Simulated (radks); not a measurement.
Question: These are the eigenvalues of the occupied orbitals of an atom or ion with whole-number occupations (hartree). Method: scalar-relativistic Kohn-Sham, BLYP, spin-polarised, spherical densities, finite nucleus; Fermi nuclear charge, rms radius of each element as measured or else 0.836 A^(1/3) + 0.57 fm; computed with a radial shooting solver on a logarithmic mesh with Libxc functionals.

1s up: -76.62642
1s down: -76.61493
2s up: -6.37346
2s down: -6.36249
2p up: -4.56405
2p down: -4.54887
3s up: -0.53304
3s down: -0.44865
3p up: -0.21891

Which element is it, and in what charge state? The configuration may be excited. Open shells, if any, are filled with parallel spins first.

Answer: Z = 15, phosphorus, charge 0: P in [Ne] 3s2 3p3. The list shows which subshells hold electrons but not how many an open one holds; the 1s level, -76.626 hartree, gives Z - s = 12.4 by -(Z - s)^2/2, which with screening and relativity narrows Z to a few neighbours, and the depths of the outer levels then fix element, charge and occupations together.
